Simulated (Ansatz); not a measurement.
Ansatz (an electronic-structure program) input (CCSD(T)/STO-3G):

Ansatz 0.2 input:
```yaml
crystal:
  periodic: [false, false, false]
  atoms:
    - {symbol: N, position_ang: [1.37484533, -0.35074767, 0.28948197]}
    - {symbol: Si, position_ang: [-0.01613739, 0.43703036, -0.36254862]}
    - {symbol: N, position_ang: [-1.37373832, -0.44073863, 0.21724902]}
    - {symbol: H, position_ang: [2.24387123, 0.15246067, 0.38273766]}
    - {symbol: H, position_ang: [1.53291283, -1.33283766, 0.12230578]}
    - {symbol: H, position_ang: [0.12765307, 1.85147496, 0.12077254]}
    - {symbol: H, position_ang: [-2.26368009, -0.43373320, -0.25025509]}
    - {symbol: H, position_ang: [-1.42258270, -0.81538576, 1.15300281]}
basis:
  gaussian:
    orbitals: STO-3G
magnetization: {spin_polarized: true, initial_magnetization: 1}
correlation: {method: ccsd_t, electrons: outside_noble_gas}
```

End of the output:

```
integrals: 0.00 GiB planned
297 factors; integrals over basis functions are off by at most 3.5e-5 eV
0.06 GiB of device memory are held for the factors and their scratch space
mean field: 0.06 GiB planned
mean field evaluation 1: about -10773.0603 eV, gradient 1.3e1 eV
mean field evaluation 2: about -10773.1401 eV, gradient 1.3e1 eV
mean field evaluation 4: about -10774.3802 eV, gradient 1.2e0 eV
mean field evaluation 8: about -10774.4121 eV, gradient 1.0e-2 eV
mean field evaluation 16: about -10774.3212 eV, gradient 4.0e-1 eV
mean field -10774.41213733 eV, -395.9523428881 hartree, gradient 1.5e-6 eV, S^2 0.752515; 0 other end points of the search recorded, 0 dependent functions left out
7 core orbitals not correlated
reference -10774.41213733 eV, -395.9523428881 hartree; 10, 9 occupied and 7, 8 virtual orbitals, 297 factors
second order -3.11648753 eV of doubles, -0.00000000 eV of singles
coupled cluster: 0.09 GiB planned
cycle   1  -3.74339258 eV  change   -6.3e-1 eV  update   7.2e-2
cycle   2  -4.05502228 eV  change   -3.1e-1 eV  update   2.7e-2
cycle   3  -4.09680352 eV  change   -4.2e-2 eV  update   1.1e-2
cycle   4  -4.09436031 eV  change    2.4e-3 eV  update   5.4e-3
cycle   5  -4.09290179 eV  change    1.5e-3 eV  update   1.7e-3
cycle   6  -4.09273497 eV  change    1.7e-4 eV  update   4.7e-4
cycle   7  -4.09266404 eV  change    7.1e-5 eV  update   1.9e-4
cycle   8  -4.09271461 eV  change   -5.1e-5 eV  update   6.9e-5
cycle   9  -4.09274079 eV  change   -2.6e-5 eV  update   3.4e-5
cycle  10  -4.09273459 eV  change    6.2e-6 eV  update   1.5e-5
perturbative correction -0.05761414 eV, -0.0021172806 hartree
Total energy: -10778.56248607 eV, -396.1048653909 hartree
```

It need not be the lowest isomer of its formula.
